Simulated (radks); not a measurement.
Charge is removed step by step from the 5s1/2 level of Te, starting from [Kr] 4d10 5s2 5p4. All-electron calculation, Dirac Kohn-Sham, PBE, spin-unpolarised, spherical densities, finite nucleus; open shells fill j = l - 1/2 first; Fermi nuclear charge, rms radius 4.7423 fm. Program: a radial shooting solver on a logarithmic mesh with Libxc functionals.

| removed (e) | E - E(0) (eV) | eigenvalue (eV) | E minus straight line (eV) |
|---|---|---|---|
| 0 | 0.000 | -14.976 | 0.000 |
| 0.1 | 1.540 | -15.835 | -0.404 |
| 0.2 | 3.167 | -16.707 | -0.721 |
| 0.3 | 4.882 | -17.592 | -0.950 |
| 0.4 | 6.686 | -18.489 | -1.091 |
| 0.5 | 8.580 | -19.397 | -1.141 |
| 0.6 | 10.566 | -20.316 | -1.099 |
| 0.7 | 12.644 | -21.245 | -0.966 |
| 0.8 | 14.815 | -22.184 | -0.738 |
| 0.9 | 17.081 | -23.133 | -0.417 |
| 1 | 19.442 | -24.091 | 0.000 |

Removing the whole electron costs 19.442 eV by Delta-SCF, against 14.976 eV from minus the eigenvalue at the starting occupation. Slater's transition state (half an electron removed) gives 19.397 eV. Integrating minus the eigenvalue over the occupation (Janak's theorem) gives 19.442 eV. The mean slope of the eigenvalue, de/dn, is 9.11 eV per electron.
